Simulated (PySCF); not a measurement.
Harmonic spectrum computed at PBE0 in the def2-SVP basis family (core potentials from Rb on, PySCF, no spin–orbit coupling):

```tsv
symmetry	ω (cm⁻¹)	IR (km/mol)
a'	45	14.5
a'	78	5.4
a''	106	0.3
a'	255	20.0
a''	323	79.2
a'	560	84.5
```

Task: Which molecule gave it? In each, all ligands are bound to the one heavy central atom.
A. WSBr₂ (triplet)
B. GeSBr₂ (singlet)
C. HfSBr₂ (singlet)
D. ZrSBr₂ (singlet)

Result: D. It has Cs symmetry with Zr–Br 2.502 Å (×2), Zr–S 2.187 Å.
